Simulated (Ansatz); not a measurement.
Sr₃Se₃⁻. Total charge -1; doublet. Geometry B3LYP-D4/def2-SVPD; atoms count from 1.

```xyz
6

Sr   -0.1405    0.6358    1.3102
Sr   -2.3129    0.3083   -1.9222
Sr    2.6751   -1.2571   -0.6261
Se   -3.0356    0.7240    0.7843
Se    0.5983    0.5072   -1.6940
Se    2.2157   -0.9182    2.1478
```

In the def2 sets Sr takes a core potential; there is no spin–orbit coupling. Another isomer (doublet) lies 0.33 eV lower at PBE0-D4/def2-TZVPD; other spin states weren't run for this one.

Question: Estimate the Mulliken populations from the PBE0/def2-TZVPD orbitals of Ansatz.

Answer: 
| atom | charge (e) | spin (α − β) |
| --- | --- | --- |
| Sr1 | 1.21 | 0.16 |
| Sr2 | 1.01 | 0.39 |
| Sr3 | 1.01 | 0.39 |
| Se4 | -1.36 | 0.02 |
| Se5 | -1.51 | 0.03 |
| Se6 | -1.36 | 0.02 |
Mulliken values and Mayer orders depend strongly on the basis. With diffuse functions, as here, like atoms can get unlike values, and bond orders can come out too low or too high.

Question: Where does the spin sit?

Answer: Summed by element: Sr 0.93, Se 0.07, of 1 unpaired in all. Largest on single atoms: Sr2 0.39, Sr3 0.39, Sr1 0.16.

Question: And the Mayer bond orders between bonded heavy atoms (over 0.3)?

Answer: Sr1–Se4 0.39 (2.94 Å); Sr1–Se6 0.39 (2.94 Å); Sr2–Se4 0.71 (2.83 Å); Sr2–Se5 0.34 (2.93 Å); Sr3–Se5 0.34 (2.93 Å); Sr3–Se6 0.71 (2.83 Å). Values over 0.3 also appear between atoms too far apart for a bond (Sr2–Sr3 0.31 at 5.39 Å); they arise where an orbital or an unpaired electron spreads over both atoms.
